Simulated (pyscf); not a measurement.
## H₃C–CH•–CH₂–F, doublet

Gas-phase minimum from PySCF at ωB97X-D3(BJ)/def2-SVP, one conformer. H₃C–CH•–CH₂–F lies 7.1 kcal/mol over its isomer H₃C–C•(CH₃)–F, and others may lie lower still (electronic energy, ωB97M-D3(BJ)). 

```
C
H 1 1.0953
C 1 1.4876 2 117.30
F 3 1.3855 1 111.14 2 156.66
H 3 1.1050 4 108.66 1 122.72
H 3 1.1119 5 107.38 4 -115.21
C 1 1.4900 2 120.38 3 -165.59
H 7 1.1003 1 111.78 2 -29.49
H 7 1.1016 8 108.93 1 122.50
H 7 1.1101 8 107.21 9 114.96
```
Charge 0, spin multiplicity 2.

Properties at ωB97X-D3(BJ)/def2-SVP:

* **Harmonic wavenumbers, unscaled**: 88, 127, 262, 375, 588, 902, 921, 985, 1046, 1136, 1168, 1261, 1365, 1420, 1424, 1459, 1470, 1481, 2993, 3007, 3094, 3116, 3173, 3212 cm⁻¹
* **Zero-point energy**: 51.6 kcal/mol
* **Rotational symmetry number**: 1
* **Entropy of this conformer at 298 K and 1 atm, rigid rotor and harmonic oscillator, modes under 100 cm⁻¹ raised to 100**: 310.6 J/(mol K)
* **Dipole moment**: 1.72 D
* **Spin expectation value S2**: 0.754

Single-point totals, which compare only within one level:

```json
[
 {"level": "ωB97X-D3(BJ)/def2-TZVP", "total energy (hartree)": "-217.86608"},
 {"level": "PBE/def2-TZVP", "total energy (hartree)": "-217.53233"},
 {"level": "r²SCAN/def2-TZVP", "total energy (hartree)": "-217.68095"},
 {"level": "B3LYP-D3(BJ)/def2-TZVP", "total energy (hartree)": "-217.81199"},
 {"level": "PBE0-D3(BJ)/def2-TZVP", "total energy (hartree)": "-217.55748"},
 {"level": "M06-2X/def2-TZVP", "total energy (hartree)": "-217.69487"},
 {"level": "ωB97M-D3(BJ)/def2-TZVP", "total energy (hartree)": "-217.83714"}
]
```

Soft torsions are taken as harmonic, which can shift the entropy by several J/(mol K).
